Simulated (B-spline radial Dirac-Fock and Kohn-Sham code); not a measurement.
Level of theory: the Dirac equation of a negative muon with reduced mass in the field of a spherical finite nucleus, with the Uehling potential to all orders; nuclear polarisation, deformation, hyperfine structure, self-energy, higher-order vacuum polarisation, relativistic recoil and electron screening are left out; a B-spline atomic structure program. The nuclear charge is a Fermi distribution (skin thickness 2.3 fm).

Question: A muonic atom of atomic mass 65.93 u emits these computed lines: 2p3/2 → 1s1/2 1692 keV, 3d5/2 → 2p3/2 378.2 keV, 4f7/2 → 3d5/2 132.0 keV, 5g9/2 → 4f7/2 60.94 keV. Which element is it, and what rms charge radius was used?

Answer: Gallium (Z = 31, nuclide ⁶⁶Ga); the high transitions hardly feel the nucleus and fix Z. The 2p → 1s line lies 365.5 keV below the value for a point nucleus without QED, which for this nuclear model gives a radius near 3.97 fm (3.9706 fm was used).
